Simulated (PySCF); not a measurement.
Input of a run (PBE0-D3(BJ)/def2-SVP geometry optimisation, gas phase (PySCF 2.14.0)), started from GFN2-xTB:
```
{"job": {"xc": "PBE0", "basis": "def2-SVP", "d3": "d3bj", "grid": 1, "maxiter": 30, "shake": 0.01, "kind": "geom"}, "charge": 0, "multiplicity": 1}
B     -2.075490     0.237360     0.385470
Ge    -0.720140    -1.100410    -0.110840
C      1.104690    -0.453680     0.380430
C      1.479470     0.793030    -0.263200
C      1.681940     1.820970    -0.821090
H     -2.420800     1.093990    -0.378760
H     -2.548010     0.288020     1.452980
H     -0.597050    -1.467250    -1.569440
H     -0.806590    -2.436560     0.593640
H      1.165280    -0.322440     1.483180
H      1.847990    -1.214170     0.117860
H      1.928400     2.732870    -1.279260
```

Output (energies in Eh, forces in Eh/bohr):
```
step   0  E = -2219.45260659  max force = 0.050079
step   1  E = -2219.45961662  max force = 0.006404
step   2  E = -2219.45999763  max force = 0.001790
step   3  E = -2219.46006950  max force = 0.000684
step   4  E = -2219.46011392  max force = 0.000766
step   5  E = -2219.46014505  max force = 0.000784
step   6  E = -2219.46018163  max force = 0.000769
step   7  E = -2219.46025144  max force = 0.001241
step   8  E = -2219.46040583  max force = 0.002786
step   9  E = -2219.46052090  max force = 0.004129
step  10  E = -2219.46071407  max force = 0.002561
step  11  E = -2219.46092025  max force = 0.001281
step  12  E = -2219.46094790  max force = 0.000702
step  13  E = -2219.46096685  max force = 0.000460
step  14  E = -2219.46097602  max force = 0.000497
step  15  E = -2219.46098454  max force = 0.000484
step  16  E = -2219.46099494  max force = 0.000445
optimisation converged
```

Question: Summarise the run.

Answer: The energy falls by 0.228 eV over 17 energy and gradient evaluations, the largest force component goes from 0.0501 to 4.4e-04 Eh/bohr, and the atoms move by 0.409 Å rms after alignment. The bond that changes most is B1–Ge2 (ends: three-coordinate boron; germanium bonded to B, C and 2 H), which lengthens by 0.096 Å. Bonds longer at the end by more than 0.005 Å: 8 of 11; shorter: 2. Among the angles that change most is Ge2–C3–C4, from 113.9° to 107.6°. Among the dihedrals that turn most is H6–B1–Ge2–H9, from -153° to -106°. The energy never rose by more than 1e-6 Eh on the way. The first step brought 84 % of the lowering.

Question: What are the final bond lengths?

Answer: B1–Ge2 2.063 Å, Ge2–C3 1.989 Å, C3–C4 1.448 Å, C4≡C5 1.214 Å, B1–H6 1.207 Å, B1–H7 1.208 Å, Ge2–H8 1.542 Å, Ge2–H9 1.548 Å, C3–H10 1.102 Å, C3–H11 1.101 Å, C5–H12 1.074 Å. Numbering counts from 1 in the input's order; the species is `[BH2][GeH2][CH2]C#C`.

The run used 123 basis functions and 115 SCF cycles in all. On one thread, Arm Neoverse V2 (aarch64) (shared host), this took 81 s wall and 0.52 GiB of memory at its peak.

No PBE0-D3(BJ)/def2-SVP frequencies stand behind this structure, so it isn't proved a minimum. One conformer, not necessarily the lowest.
